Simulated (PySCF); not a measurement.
Which determinant of CsSr⁺ lies lowest?

Unrestricted PBE0; Cs def2-SVP with ECP46, Sr def2-SVP with ECP28; scalar-relativistic core potentials (PySCF 2.14). Outer shells of the fragments: Cs+ closed shells only; Sr 5s2.

Followed along the bond (rough minima from three points):

```
2Ms+1  unpaired  ⟨S²⟩ at the start  R at minimum (Å)  Te (eV)
    1      none               0.00              4.75     0.00
    3  σ ↑, π ↑               2.00              4.34     1.52
```

Solutions found at the starting distance of 4.015 Å, counted from the lowest of them; the search is not exhaustive and high or unbound solutions are not listed, so other states can lie among these:

| 2Ms+1 | unpaired | term | E (eV) | ⟨S²⟩ | ⟨Lz²⟩ | μ (D) |
| --- | --- | --- | --- | --- | --- | --- |
| 1 | none | ¹Σ⁺ | 0.00 | 0.00 | 0.00 | -1.10 |
| 3 | σ ↑, π ↑ | ³Π | 1.37 | 2.00 | 1.00 | 0.88 |
| 3 | σ ↑↑ | ³Σ⁺ | 1.37 | 2.00 | 0.00 | 0.51 |
| 1 | σ ↓, π ↑ | mixed | 1.80 | 1.00 | 1.03 | 0.25 |
| 3 | σ ↑, δ ↑ | ³Δ | 1.98 | 2.00 | 4.00 | -1.84 |
| 1 | σ ↑, δ ↓ | mixed | 2.20 | 1.00 | 4.00 | -1.01 |
| 1 | π ↑↓ | mixed | 3.55 | 1.00 | 2.00 | 2.59 |
| 1 | none | mixed | 3.94 | 0.00 | 2.00 | 2.82 |

A term symbol is given only where ⟨S²⟩ and ⟨Lz²⟩ are close to those of a pure state; real π, δ and φ orbitals otherwise mix terms. A positive dipole points towards Sr; it is taken about the centre of mass and depends on that origin.

Question: Compare the gap between the two lowest followed solutions at the starting distance with the gap between their minima.

Answer: At PBE0 the second solution (triplet, unpaired electrons σ ↑, π ↑) lies +1.37 eV from the first (singlet, closed shell) at 4.015 Å and +1.52 eV at the minima; the two curves relax by different amounts, since their minima lie near 4.34 and 4.75 Å.

Spin–orbit coupling is left out. Counting both spins, an empty level lies below a filled one in some of these solutions, because spin and occupation are held.
